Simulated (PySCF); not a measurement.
# `C=C[C@@H](C)[C@H](F)C(=O)Cl`, C₆H₈ClFO

Molfile (atoms numbered from 1):
```
C6H8ClFO
     RDKit          3D

 17 16  0  0  0  0  0  0  0  0999 V2000
   -1.8522    0.3602   -1.2686 C   0  0  0  0  0  0  0  0  0  0  0  0
   -0.9838   -0.3893   -0.6180 C   0  0  0  0  0  0  0  0  0  0  0  0
   -0.1008    0.1136    0.4862 C   0  0  1  0  0  0  0  0  0  0  0  0
   -0.4114   -0.6032    1.8012 C   0  0  0  0  0  0  0  0  0  0  0  0
    1.3820   -0.1075    0.1183 C   0  0  2  0  0  0  0  0  0  0  0  0
    2.1821    0.4884    1.0600 F   0  0  0  0  0  0  0  0  0  0  0  0
    1.6479    0.4714   -1.2531 C   0  0  0  0  0  0  0  0  0  0  0  0
    1.6376   -0.1294   -2.2760 O   0  0  0  0  0  0  0  0  0  0  0  0
    1.9056    2.1982   -1.2141 Cl  0  0  0  0  0  0  0  0  0  0  0  0
   -2.4798   -0.0417   -2.0443 H   0  0  0  0  0  0  0  0  0  0  0  0
   -1.9710    1.4093   -1.0525 H   0  0  0  0  0  0  0  0  0  0  0  0
   -0.8795   -1.4409   -0.8478 H   0  0  0  0  0  0  0  0  0  0  0  0
   -0.2444    1.1908    0.6174 H   0  0  0  0  0  0  0  0  0  0  0  0
   -1.4331   -0.3885    2.1033 H   0  0  0  0  0  0  0  0  0  0  0  0
    0.2633   -0.2640    2.5830 H   0  0  0  0  0  0  0  0  0  0  0  0
   -0.3029   -1.6794    1.6848 H   0  0  0  0  0  0  0  0  0  0  0  0
    1.6334   -1.1759    0.1102 H   0  0  0  0  0  0  0  0  0  0  0  0
  1  2  2  0
  2  3  1  0
  3  4  1  0
  3  5  1  0
  5  6  1  0
  5  7  1  0
  7  8  2  0
  7  9  1  0
  1 10  1  0
  1 11  1  0
  2 12  1  0
  3 13  1  1
  4 14  1  0
  4 15  1  0
  4 16  1  0
  5 17  1  6
M  END
```

Level of theory: PySCF, GIAO KT3/pcSseg-1 magnetisability, rotational g tensor and spin-rotation constants, non-relativistic, gas phase. Geometry: GFN2-xTB.

What are the magnetisability and the molar susceptibility?

Isotropic -1336 × 10⁻³⁰ J/T², or -80.5 × 10⁻⁶ cm³/mol; principal values -1442, -1331, -1237 × 10⁻³⁰ J/T², anisotropy 177 × 10⁻³⁰ J/T² (root of half the summed squared differences of the principal values). The susceptibility is in cgs units.

Split it along the inertial axes a, b, c into diamagnetic and paramagnetic parts about the centre of mass, with the quadrupole moment.


```tsv
axis	χ (10⁻⁶ cm³/mol)	diamagnetic (10⁻⁶ cm³/mol)	paramagnetic (10⁻⁶ cm³/mol)	summed x² of all electrons (Å²)	quadrupole Θ (D Å)
a	-85.7	-801.3	715.6	212.9	-0.11
b	-78.8	-1148.2	1069.4	131.1	-2.18
c	-76.9	-1459.5	1382.6	57.8	+2.28
```
Anisotropies 2χaa − χbb − χcc = -15.8 and 2χbb − χaa − χcc = +5.0 × 10⁻⁶ cm³/mol. Θ is traceless in Buckingham's convention.

And the rotational g tensor?


```tsv
axis	rotational constant (GHz)	g	nuclear part	electronic part
a	1.6952	-0.0163	0.5536	-0.5699
b	1.1199	-0.0138	0.5489	-0.5626
c	0.8621	-0.0125	0.5475	-0.5600
```
Asymmetric top; isotopes 12C, 35Cl, 19F, 1H, 16O; no vibrational averaging.
